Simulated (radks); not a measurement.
Values are calculated unless marked as measured or tabulated.
Species: the nitrogen ion N+. Configuration: [He] 2s2 3s2 (not the ground configuration). Code: a radial shooting solver on a logarithmic mesh with Libxc functionals. Model: scalar-relativistic Kohn-Sham, PBE, spin-unpolarised, spherical densities, point nucleus.

Local quantities along the radius. ELF = 1/(1 + alpha^2) is the electron localisation function; alpha = (tau - tau_W)/tau_unif compares the Pauli kinetic energy density with that of the uniform gas; 4 pi r^2 rho is in e/bohr; s = |grad rho|/(2 (3 pi^2)^(1/3) rho^(4/3)) is the reduced gradient; -r V(r) is the screened charge that the Kohn-Sham potential presents (atomic units). tau is taken from the large components.

| r (bohr) | ELF | alpha | 4 pi r^2 rho | s | -r V(r) |
|---|---|---|---|---|---|
| 0.01442 | 1.000 | 8.812e-06 | 0.4594 | 0.4104 | 6.872 |
| 0.01819 | 1.000 | 0.00001472 | 0.6925 | 0.4165 | 6.830 |
| 0.02293 | 1.000 | 0.00002507 | 1.030 | 0.4248 | 6.776 |
| 0.02892 | 1.000 | 0.00004366 | 1.505 | 0.4358 | 6.709 |
| 0.03648 | 1.000 | 0.00007816 | 2.152 | 0.4505 | 6.624 |
| 0.046 | 1.000 | 0.0001448 | 2.994 | 0.4698 | 6.519 |
| 0.05801 | 1.000 | 0.0002798 | 4.024 | 0.4956 | 6.389 |
| 0.07316 | 1.000 | 0.0005703 | 5.178 | 0.5302 | 6.231 |
| 0.093 | 1.000 | 0.001279 | 6.347 | 0.5794 | 6.038 |
| 0.1173 | 1.000 | 0.003043 | 7.205 | 0.6462 | 5.823 |
| 0.1479 | 1.000 | 0.008076 | 7.501 | 0.7418 | 5.582 |
| 0.1865 | 0.999 | 0.02463 | 7.003 | 0.8827 | 5.318 |
| 0.2352 | 0.992 | 0.08939 | 5.708 | 1.095 | 5.033 |
| 0.2967 | 0.865 | 0.3948 | 3.963 | 1.398 | 4.730 |
| 0.3741 | 0.216 | 1.908 | 2.389 | 1.676 | 4.431 |
| 0.4718 | 0.034 | 5.297 | 1.552 | 1.271 | 4.102 |
| 0.595 | 0.107 | 2.892 | 1.576 | 0.4048 | 3.767 |
| 0.7504 | 0.792 | 0.5131 | 2.009 | 0.3809 | 3.594 |
| 0.9464 | 0.982 | 0.1353 | 2.143 | 0.7024 | 3.319 |
| 1.193 | 0.888 | 0.3545 | 1.662 | 1.146 | 2.958 |
| 1.505 | 0.162 | 2.279 | 0.9493 | 1.586 | 2.597 |
| 1.898 | 0.024 | 6.435 | 0.5913 | 0.9653 | 2.176 |
| 2.394 | 0.248 | 1.740 | 0.6830 | 0.2642 | 2.125 |
| 3.019 | 0.961 | 0.2015 | 0.7889 | 0.6175 | 2.007 |
| 3.807 | 0.999 | 0.02628 | 0.5871 | 1.268 | 1.819 |
| 4.801 | 1.000 | 0.004006 | 0.2548 | 2.384 | 1.567 |
| 6.055 | 1.000 | 0.0005938 | 0.06273 | 4.867 | 1.447 |
| 7.636 | 1.000 | 0.00007686 | 0.007872 | 12.11 | 1.286 |
| 9.63 | 1.000 | 8.038e-06 | 0.0004325 | 38.52 | 1.122 |

On this mesh the ELF has minima near r = 0.47, 1.9 bohr, which separate the shells, and maxima near 0.95 (0.98).
